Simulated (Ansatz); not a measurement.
A further run on the cluster ZrS₃⁻.

```yaml
crystal:
  periodic: [false, false, false]
  atoms:
    - {symbol: Zr, position_ang: [-0.003767, 0.224487, -0.196844]}
    - {symbol: S, position_ang: [2.173989, 0.433726, 0.597313]}
    - {symbol: S, position_ang: [-1.721350, 0.905026, 1.218747]}
    - {symbol: S, position_ang: [-0.448862, -1.563240, -1.619205]}
basis:
  gaussian: {orbitals: def2-TZVPP, fitting: {mean_field: def2-universal-jkfit}}
total_charge: -1
magnetization: {spin_polarized: false, initial_magnetization: 1}
hamiltonian: {xc: {name: r2SCANh}, dispersion: d4}
scf: {lower_state_search: off}
```

```sh
$ ansatz run in.yaml --threads 4 --pin off --events-out ev --progress --plain --max-ram 3916MiB
```

Shortened log:

```
Functional definition: r2SCANh
639 factors; integrals over basis functions are off by at most 1.3e0 eV
mean field evaluation 1: about -33789.8835 eV, gradient 1.9e1 eV
mean field evaluation 2: about -33789.8779 eV, gradient 1.9e1 eV
mean field evaluation 4: about -33790.6235 eV, gradient 1.1e1 eV
mean field evaluation 8: about -33790.9669 eV, gradient 2.5e-1 eV
mean field evaluation 16: about -33790.9671 eV, gradient 3.0e-4 eV
mean field -33790.96714366 eV, -1241.7951381892 hartree, gradient 5.3e-6 eV, S^2 0.750000; 0 other end points of the search recorded, 0 dependent functions left out
reference -33790.96716886 eV, -1241.7951391153 hartree; 31, 30 occupied and 151, 152 virtual orbitals, 639 factors
Total energy: -33791.01561835 eV, -1241.7969196014 hartree
Checks for a lower state left out: stability, starts, cluster_reference, orbital_swaps, neighbouring_geometries, increment
```

Run time 4.4 s (4 threads of Arm Neoverse V1 on a shared host).

In the def2 sets Zr takes a core potential; there is no spin–orbit coupling. The highest occupied level of an anion often lies above zero with these methods, and sets without diffuse functions describe the outer electron poorly.

With spin_polarized false and unpaired electrons the run is restricted open-shell.
